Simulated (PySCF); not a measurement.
**Spin-rotation constants: `O=C(O)C1OCCCO1`, C₅H₈O₄**

Cartesian coordinates in Å; atom numbers follow the order of the lines, from 1:
```xyz
17

O     2.170   -0.675   -0.876
C     1.775    0.353   -0.398
O     2.506    1.111    0.415
C     0.393    0.997   -0.653
O    -0.238    1.326    0.551
C    -0.675    0.175    1.256
C    -1.617   -0.653    0.383
C    -0.884   -0.962   -0.922
O    -0.396    0.238   -1.512
H     3.383    0.716    0.560
H     0.575    1.950   -1.168
H    -1.174    0.555    2.149
H     0.191   -0.434    1.559
H    -2.510   -0.065    0.167
H    -1.902   -1.573    0.891
H    -0.053   -1.655   -0.741
H    -1.551   -1.393   -1.670
```

Method used: PySCF 2.14.0, GIAO HF/pcSseg-1 magnetisability, rotational g tensor and spin-rotation constants, non-relativistic, gas phase. Geometry: GFN2-xTB.

(1) Give the nuclear spin-rotation constants along the inertial axes (H = +C I·J) beside the isotropic shieldings.

## Answers

(1) Rotational constants 2.7611, 1.4839, 1.2336 GHz. A star marks the isotopologue with that one atom substituted, in its own axes.
```
atom  isotope  Caa (kHz)  Cbb (kHz)  Ccc (kHz)  mean (kHz)  σ (ppm)
 H10       1H      0.005     -0.153     -0.078      -0.076     25.5
 H11       1H     -0.220     -0.175      0.065      -0.110     27.1
 H12       1H     -0.213      0.044     -0.136      -0.102     28.2
 H13       1H     -0.122     -0.153     -0.029      -0.101     28.9
 H14       1H     -0.097     -0.160     -0.056      -0.104     30.0
 H15       1H     -0.234     -0.169     -0.021      -0.141     31.3
 H16       1H     -0.137     -0.114     -0.024      -0.091     27.7
 H17       1H     -0.103     -0.024     -0.127      -0.085     28.2
  O1     17O*     -1.169     -0.830     -0.300      -0.766   -103.3
  C2     13C*      1.284      0.528      0.359       0.724     15.6
  O3     17O*     -0.480     -0.277     -0.263      -0.340    161.1
  C4     13C*      0.642      0.323      0.301       0.422    107.4
  O5     17O*     -0.135     -0.111     -0.159      -0.135    293.7
  C6     13C*      0.541      0.321      0.203       0.355    133.8
  C7     13C*      0.449      0.226      0.147       0.274    166.0
```
For the geometry as given, no vibrational averaging.
